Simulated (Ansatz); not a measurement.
`CC[SiH](F)[AlH2]` + GeH₄ → `F[SiH]([AlH2])[GeH3]` + `CC`  (formal exchange of groups at the Si–C bond)

Isolated molecules relaxed with PBE0-D4/def2-TZVP in Ansatz; ΔE leaves out vibrations. CCSD(T)/CBS adds triple-zeta CCSD(T) − MP2 to the extrapolated MP2 energy (def2 sets, frozen cores). This one scheme is used for every species. Functionals use def2-TZVPP. B3LYP here is the variant with VWN-RPA as its local correlation; programs differ in this. For Ge outer-core shells are correlated without core-valence functions, which leaves a few kJ/mol of doubt a bond. Scalar relativity is left out up to krypton. Each species was taken in one conformer, which may not be the lowest.

| level | ΔE (kcal/mol) | difference from CCSD(T)/CBS |
| --- | --- | --- |
| PBE-D4 | -7.2 | -1.9 |
| r2SCAN-D4 | -6.1 | -0.8 |
| PBE0-D4 | -6.5 | -1.2 |
| B3LYP-D4 | -5.8 | -0.5 |
| ωB97X-V | -4.7 | 0.6 |
| ωB97M-V | -4.3 | 1.0 |
| B2PLYP | -5.5 | -0.2 |
| PBE | -7.6 | -2.3 |
| r2SCAN | -6.2 | -0.9 |
| PBE0 | -6.9 | -1.6 |
| B3LYP | -6.5 | -1.2 |
| HF/def2-TZVPP | -4.4 | 0.9 |
| MP2/def2-TZVPP | -4.2 | 1.1 |
| SCS-MP2/def2-TZVPP | -4.0 | 1.3 |
| CCSD/def2-TZVPP | -4.8 | 0.5 |
| CCSD(T)/def2-TZVPP | -4.8 | 0.5 |
| HF/def2-QZVPP | -4.2 | 1.1 |
| MP2/def2-QZVPP | -4.4 | 0.9 |
| SCS-MP2/def2-QZVPP | -4.2 | 1.1 |
| HF/CBS(def2) | -4.2 | 1.1 |
| MP2/CBS(def2) | -4.7 | 0.6 |
| CCSD/CBS(def2) | -5.3 | 0.0 |
| CCSD(T)/CBS | -5.3 | 0 |

Largest T1 diagnostic among the species: 0.012.

From PBE to PBE0 (25 % exact exchange), in def2-TZVPP and without D4, ΔE moves by +0.7 kcal/mol.
